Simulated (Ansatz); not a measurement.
(CdO)2 ring (Cd2O2). Charge 0, multiplicity 1. Geometry r2SCAN-D4/def2-TZVP; atoms count from 1.

Cartesian coordinates in Å:
```
Cd -1.167 0.166 -0.667
O 0.784 0.749 -1.185
Cd 1.167 -0.166 0.667
O -0.783 -0.749 1.185
```

In the def2 sets Cd takes a core potential; there is no spin–orbit coupling. The restricted singlet is unstable towards broken spin symmetry at other levels; at PBE0-D4/def2-TZVP this wasn't settled. The geometry of the singlet was relaxed on an unsound state (restricted singlet, unstable towards broken spin symmetry at other levels and untested here).

(1) Estimate the Mulliken populations from the PBE0/def2-TZVP orbitals of Ansatz.

(2) And the Mayer bond orders between bonded heavy atoms (over 0.3)?

Results:

(1) 
```
atom  charge (e)  d electrons
 Cd1        0.80        10.00
  O2       -0.80            –
 Cd3        0.80        10.00
  O4       -0.80            –
```
Mulliken values and Mayer orders depend strongly on the basis.

(2) Cd1–O2 0.80 (2.10 Å); Cd1–O4 0.80 (2.10 Å); O2–Cd3 0.80 (2.10 Å); Cd3–O4 0.80 (2.10 Å).
